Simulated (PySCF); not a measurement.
C₄H₈OS, SMILES CC(=O)[C@H](C)S. Geometry: B3LYP-D3(BJ)/def2-SVP. One conformer was computed; it need not be the lowest.

Computed equilibrium geometry at B3LYP-D3(BJ)/def2-SVP (PySCF confirms it by a frequency run) as a Z-matrix (one conformer of several):
```
C
H 1 1.0999
C 1 1.5254 2 110.57
H 3 1.0996 1 110.30 2 57.58
H 3 1.1015 4 107.85 1 -122.10
H 3 1.1026 4 108.46 5 -116.72
C 1 1.5325 2 105.28 3 -124.10
O 7 1.2099 1 120.21 2 -4.21
C 7 1.5161 8 121.98 1 -179.18
H 9 1.0973 7 109.19 8 -13.01
H 9 1.0997 10 110.01 7 122.87
H 9 1.1028 10 108.78 11 117.64
S 1 1.8491 2 103.43 7 -115.01
H 13 1.3537 1 96.50 2 -165.63
```
